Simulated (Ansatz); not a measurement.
`C=[CH][In]([Cl])[Cl]` and `[SH][In]([Cl])[Cl]` differ in one atom or group.

Ansatz, PBE0-D4/def2-TZVP geometries, multiplicity 1. Each molecule was computed in one conformer, which needn't be the lowest.

Elements past krypton have def2 core potentials.

```json
{"property": "HOMO energy (B3LYP/def2-TZVPP) / eV", "`C=[CH][In]([Cl])[Cl]`": "-8.29"}
{"property": "HOMO energy (ωB97M-V/def2-TZVPP) / eV", "`C=[CH][In]([Cl])[Cl]`": "-10.68"}
{"property": "LUMO energy (B3LYP/def2-TZVPP) / eV", "`C=[CH][In]([Cl])[Cl]`": "-2.19"}
{"property": "HOMO–LUMO gap (PBE0/def2-TZVPP) / eV", "`C=[CH][In]([Cl])[Cl]`": "6.59"}
{"property": "LUMO energy (ωB97M-V/def2-TZVPP) / eV", "`C=[CH][In]([Cl])[Cl]`": "-0.20"}
{"property": "LUMO energy (PBE/def2-TZVPP) / eV", "`C=[CH][In]([Cl])[Cl]`": "-2.75"}
```

(1) Give the same properties after the change, and the shifts. (An estimate is asked.)

Results:

(1) Ansatz gave: 
```tsv
property	`[SH][In]([Cl])[Cl]`	shift
HOMO energy (B3LYP/def2-TZVPP) / eV	-8.04	0.25
HOMO energy (ωB97M-V/def2-TZVPP) / eV	-10.48	0.20
LUMO energy (B3LYP/def2-TZVPP) / eV	-2.76	-0.57
HOMO–LUMO gap (PBE0/def2-TZVPP) / eV	5.83	-0.76
LUMO energy (ωB97M-V/def2-TZVPP) / eV	-0.53	-0.33
LUMO energy (PBE/def2-TZVPP) / eV	-3.32	-0.57
```

With PBE0 the HOMO rises by 0.23 eV and the LUMO falls by 0.53 eV, so the gap narrows by about 0.76 eV. PBE moves the HOMO by 0.19 eV and ωB97M-V by 0.20 eV.

B3LYP here is the variant with VWN-RPA as its local correlation; programs differ in this.
